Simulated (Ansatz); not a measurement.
Consider the ligand exchange at the In–C bond: `[InH2][CH]1BO1` + `O[SiH3]` → `[SiH3][O][InH2]` + `B1CO1`.

Program: Ansatz. Geometries: PBE0-D4/def2-TZVP. ΔE: electronic, gas phase. CCSD(T)/CBS adds triple-zeta CCSD(T) − MP2 to the extrapolated MP2 energy (def2 sets, frozen cores). DFT in def2-TZVPP. B3LYP here is the variant with VWN-RPA as its local correlation; programs differ in this. HSE06 is defined as in plane-wave codes. Elements past krypton have def2 core potentials. For In outer-core shells are correlated without core-valence functions, which leaves a few kJ/mol of doubt a bond.

`[InH2][CH]1BO1`:

```xyz
8

In    1.229    0.259   -1.033
C    -0.004   -0.287    0.634
B    -1.462    0.085    0.800
O    -1.252   -1.134    0.327
H     0.569    0.131   -2.617
H     2.819    0.847   -0.717
H     0.495   -0.665    1.528
H    -2.393    0.764    1.078
```

`O[SiH3]`:

Z-matrix (Å, degrees):
```
Si
O 1 1.648
H 1 1.489 2 111.7
H 1 1.489 2 111.7 3 120.9
H 1 1.481 2 105.9 3 -119.6
H 2 0.957 1 117.9 3 -60.5
```

`[SiH3][O][InH2]`:

Z-matrix (Å, degrees):
```
Si
O 1 1.622
H 1 1.490 2 110.7
H 1 1.496 2 111.8 3 120.0
H 1 1.490 2 110.8 3 -119.9
In 2 1.992 1 138.5 3 -120.0
H 6 1.702 2 110.2 1 180.0
H 6 1.706 2 112.5 1 -0.0
```

`B1CO1`:

Cartesian coordinates in Å:
```
B -0.401 0.513 -0.576
C 0.294 -0.503 0.299
O -0.084 0.905 0.652
H -0.926 0.979 -1.528
H 1.369 -0.653 0.274
H -0.252 -1.240 0.880
```

| level | ΔE (kJ/mol) | difference from CCSD(T)/CBS |
| --- | --- | --- |
| PBE-D4 | -73.9 | 9.2 |
| revPBE-D4 | -73.9 | 9.2 |
| BLYP-D4 | -82.0 | 1.1 |
| r2SCAN-D4 | -81.5 | 1.6 |
| B97M-V | -87.8 | -4.7 |
| PBE0-D4 | -75.7 | 7.4 |
| B3LYP-D4 | -83.2 | -0.1 |
| r2SCAN0-D4 | -81.0 | 2.1 |
| HSE06-D4 | -75.4 | 7.7 |
| CAM-B3LYP-D4 | -86.0 | -2.9 |
| ωB97X-V | -83.1 | 0.0 |
| ωB97M-V | -79.6 | 3.5 |
| B2PLYP | -84.1 | -1.0 |
| PBE-QIDH | -79.0 | 4.1 |
| PBE | -73.8 | 9.3 |
| revPBE | -73.9 | 9.2 |
| BLYP | -82.1 | 1.0 |
| r2SCAN | -81.5 | 1.6 |
| PBE0 | -75.5 | 7.6 |
| B3LYP | -83.1 | 0.0 |
| r2SCANh | -81.2 | 1.9 |
| r2SCAN0 | -80.9 | 2.2 |
| HSE06 | -75.3 | 7.8 |
| BHLYP | -87.5 | -4.4 |
| CAM-B3LYP | -85.8 | -2.7 |
| LC-ωPBE | -81.3 | 1.8 |
| RPA@PBE/def2-TZVPP | -79.6 | 3.5 |
| HF/def2-SVP | -101.1 | -18.0 |
| MP2/def2-SVP | -94.6 | -11.5 |
| CCSD/def2-SVP | -94.3 | -11.2 |
| CCSD(T)/def2-SVP | -92.6 | -9.5 |
| MP2/def2-TZVPP | -78.9 | 4.2 |
| SCS-MP2/def2-TZVPP | -83.5 | -0.4 |
| CCSD/def2-TZVPP | -81.4 | 1.7 |
| CCSD(T)/def2-TZVPP | -79.5 | 3.6 |
| HF/def2-QZVPP | -97.1 | -14.0 |
| SCS-MP2/def2-QZVPP | -85.9 | -2.8 |
| HF/CBS(def2) | -97.4 | -14.3 |
| MP2/CBS(def2) | -82.5 | 0.6 |
| CCSD/CBS(def2) | -85.0 | -1.9 |
| CCSD(T)/CBS | -83.1 | 0 |

Largest T1 diagnostic among the species: 0.016.

Leaving LDA and LC-ωPBE aside and taking each functional with its dispersion term where it has one, the values, not all of them listed here, spread over 14.0 kJ/mol, from BHLYP-D4 to PBE-D4. LDA lies +3.9 kJ/mol from PBE without D4. At CCSD(T), def2-SVP lies −9.5 kJ/mol from the extrapolated value and def2-TZVPP +3.6 kJ/mol. From BLYP to BHLYP (50 % exact exchange), in def2-TZVPP and without D4, ΔE moves by −5.4 kJ/mol.
